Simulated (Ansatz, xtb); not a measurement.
# Two isomers of C4H5GeN

We compare I, `N#CC#C[CH2][GeH3]`, a singlet, with II, `N#CCC#[C][GeH3]`, a singlet. Both are isolated molecules in the gas phase, relaxed with PBE0-D3(BJ)/def2-SVP.

Question: Which of the two would you expect CCSD(T)/def2-SVP + ΔMP2/def2-TZVPP electronic energies to favour?

Answer: Too close to call at this level: CCSD(T)/def2-SVP + ΔMP2/def2-TZVPP gives E(II) − E(I) = −0.98 kcal/mol.

How the difference moves with the method:

```
                             level              geometry  E(II) − E(I) (kcal/mol)  departure from the last row (kcal/mol)  job, with rough time for the two
                          GFN2-xTB              GFN2-xTB                     +0.53                                   +1.51              optimisation, 0.12 s
                         HF/STO-3G              GFN2-xTB                     −4.96                                   −3.98              single point, 0.56 s
                r2SCAN-D4/def2-SVP              GFN2-xTB                     +6.03                                   +7.02               single point, 5.9 s
              PBE0-D3(BJ)/def2-SVP  PBE0-D3(BJ)/def2-SVP                     +4.15                                   +5.13                optimisation, 44 s
                       HF/def2-SVP  PBE0-D3(BJ)/def2-SVP                     −4.31                                   −3.33           part of the CCSD(T) run
                      MP2/def2-SVP  PBE0-D3(BJ)/def2-SVP                     +1.31                                   +2.30           part of the CCSD(T) run
                  CCSD(T)/def2-SVP  PBE0-D3(BJ)/def2-SVP                     −0.61                                   +0.37                      single point
CCSD(T)/def2-SVP + ΔMP2/def2-TZVPP  PBE0-D3(BJ)/def2-SVP                     −0.98                                                        single point, 92 s
```

As drawn, both hold the same kinds of bond in the same numbers.

The largest departure from CCSD(T)/def2-SVP + ΔMP2/def2-TZVPP is that of r2SCAN-D4/def2-SVP, 7.02 kcal/mol. The last row adds to CCSD(T) the change of the MP2 difference between the two basis sets, here −0.37 kcal/mol.

With thermal terms from frequencies at re-optimised GFN2-xTB minima (ideal gas, soft modes damped towards free rotors, one conformer each, 298.15 K, 1 atm): on the last row, ΔE + ΔZPE = −0.55, ΔH = −0.47, ΔG = −0.94 kcal/mol.

The correlated steps freeze 14 core orbitals; the filled d shell of Ge is correlated, in a basis made for valence electrons. Run with Ansatz 0.2.0, xtb 6.7.1; the last row on 2 threads of Arm Neoverse V2 on a shared host.
